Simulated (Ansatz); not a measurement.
```yaml
crystal:
  periodic: [false, false, false]
  atoms:
    - {symbol: W, position_ang: [1.307860, -0.318221, -0.223409]}
    - {symbol: W, position_ang: [-0.989556, -0.896952, 0.280771]}
    - {symbol: W, position_ang: [-0.318304, 1.215172, -0.057362]}
basis:
  gaussian: {orbitals: def2-mTZVP}
total_charge: -1
magnetization: {spin_polarized: true, initial_magnetization: 1}
hamiltonian: {xc: {name: PBE0}, dispersion: d3bj}
scf: {omitted_lower_state_checks: [starts]}
output: {forces: true}
```

```sh
$ ansatz run in.yaml --threads 4 --pin off --events-out ev --progress --plain --max-ram 3916MiB
```

Output, abridged:

```
Functional definition: PBE0
1230 factors; integrals over basis functions are off by at most 4.3e-5 eV
mean field evaluation 1: about -5467.7736 eV, gradient 1.7e1 eV
mean field evaluation 2: about -5459.0517 eV, gradient 4.7e1 eV
mean field evaluation 4: about -5469.6370 eV, gradient 1.9e0 eV
mean field evaluation 8: about -5469.6739 eV, gradient 1.4e-1 eV
mean field evaluation 16: about -5469.7923 eV, gradient 2.0e-2 eV
mean field evaluation 32: about -5469.7933 eV, gradient 3.0e-3 eV
mean field evaluation 64: about -5469.7933 eV, gradient 7.4e-6 eV
mean field -5469.79326548 eV, -201.0111949472 hartree, gradient 1.4e-8 eV, S^2 0.810749; 0 other end points of the search recorded, 0 dependent functions left out
reference -5469.79328648 eV, -201.0111957192 hartree; 22, 21 occupied and 86, 87 virtual orbitals, 1230 factors
Total energy: -5469.91331353 eV, -201.0156066320 hartree
Atom 0 at     1.307860    -0.318221    -0.223409 Å, force     0.164961    -1.034999     0.069526 eV/Å
Atom 1 at    -0.989556    -0.896952     0.280771 Å, force     0.353693    -1.017625     0.031070 eV/Å
Atom 2 at    -0.318304     1.215172    -0.057362 Å, force    -0.518654     2.052624    -0.100596 eV/Å
Dipole moment:    -0.008680     0.030438    -0.001299 e Å
Checks for a lower state left out: starts
```

It took 17 s on 4 threads of Arm Neoverse V2 on a shared host.

In the def2 sets W takes a core potential; there is no spin–orbit coupling. The highest occupied level of an anion often lies above zero with these methods, and sets without diffuse functions describe the outer electron poorly.

The dipole of an ion depends on the origin.
